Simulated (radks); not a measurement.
Task: All-electron atom: Ti III in [Ar] 3d2. Calculated with a radial shooting solver on a logarithmic mesh with Libxc functionals: non-relativistic Kohn-Sham, r2SCAN, spin-unpolarised, spherical densities, point nucleus; meta-GGA in the generalised Kohn-Sham scheme. Some entries of the table are withheld. Estimate them.

orbital  occ.  eigenvalue (Ry)  <r> (bohr)
1s          2              (1)     0.07018
2s          2              (2)         (3)
2p          6        -34.11684      0.2905
3s          2         -5.86525         (4)
3p          6         -4.09487         (5)
3d          2         -1.42127       1.418

Result: 
(1) 1s eigenvalue (Ry): -358.1305
(2) 2s eigenvalue (Ry): -40.72294
(3) 2s <r> (bohr): 0.3266
(4) 3s <r> (bohr): 1.015
(5) 3p <r> (bohr): 1.086
